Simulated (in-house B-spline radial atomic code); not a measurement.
What moves the levels of Se II (Se+) ([Ar] 3d10 4s2 4p3)? Computed with a B-spline radial code for spherical atoms: Dirac-Hartree-Fock, average of configuration, Fermi nucleus of rms radius 4.14 fm.

Baseline run (computed): total energy -2428.2244 hartree, 1s1/2 at -468.7588 hartree, 4p3/2 at -19.895 eV with <r> = 2.143 bohr.

Scaling the speed of light c (a factor of 100 is close to the non-relativistic limit):

```tsv
c/c0	ΔE (hartree)	4p3/2 level (eV)	4p3/2 <r> (bohr)
0.95	-3.2134	-19.8786	2.144
0.98	-1.2239	-19.8887	2.144
1.02	1.1498	-19.9007	2.143
1.2	8.9731	-19.9404	2.142
100	28.755	-20.0404	2.141
```

Changing the nucleus:

```tsv
nucleus	ΔE (eV)
Gaussian nucleus of rms radius 4.14 fm	-0.000707
uniform spherical nucleus of rms radius 4.14 fm	0.000377
Gaussian nucleus of rms radius 0.01 fm	-0.479
Fermi nucleus of rms radius 4.0572 fm	-0.0184
Fermi nucleus of rms radius 4.2228 fm	0.0187
```

A larger nucleus binds the electrons less, roughly as the density at the nucleus times the change of the nuclear <r²>. At equal rms radius the shape enters only through higher moments. A radius of 0.01 fm is nearly a point.

(1) The nuclear charge is raised by 0.1. What does the Hellmann-Feynman theorem predict for the energy, and what is found?

Results:

(1) dE/dZ ≈ -Σ<1/r>, which is -172.181 at the start and -172.86 at the end; their mean times 0.1 is -17.252 hartree, and the two runs differ by -17.252 hartree.
